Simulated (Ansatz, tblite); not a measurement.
Compound nanocrystal family: gap (eV) at several levels, gas phase, relaxed structures; Ansatz, xTB through tblite. Core potentials for In, Sb in the def2 sets, no spin–orbit coupling. Levels of anions in sets without diffuse functions are rough. The structures are stationary points that may keep the symmetry of their start.

| species | state | geometry | GFN1-xTB | GFN2-xTB | PBE-D4/def2-SVP | PBE-D4/def2-TZVP | PBE0-D4/def2-SVP | PBE0-D4/def2-TZVP |
| --- | --- | --- | --- | --- | --- | --- | --- | --- |
| Ga12P12H32, cut from zinc blende | singlet | PBE-D4/def2-SVP | 3.86 | 3.49 | 3.80 | 3.71 | 5.54 | 5.43 |
| In7P7H20, cut from zinc blende | singlet | PBE-D4/def2-SVP | 3.00 | 2.62 | 3.49 | 3.45 | 5.19 | 5.15 |
| Ga14P13H34⁻, cut from zinc blende | singlet | PBE-D4/def2-SVP | 4.05 | 3.10 | 3.83 | 3.60 | 5.55 | 5.29 |
| In6Sb5H18⁻, cut from wurtzite | singlet | PBE-D4/def2-SVP | 2.68 | 2.75 | 3.39 | 3.33 | 4.96 | 4.87 |
| Ga8As8H22, cut from wurtzite | singlet | PBE-D4/def2-SVP | 3.99 | 4.23 | 3.90 | 3.85 | 5.57 | 5.50 |
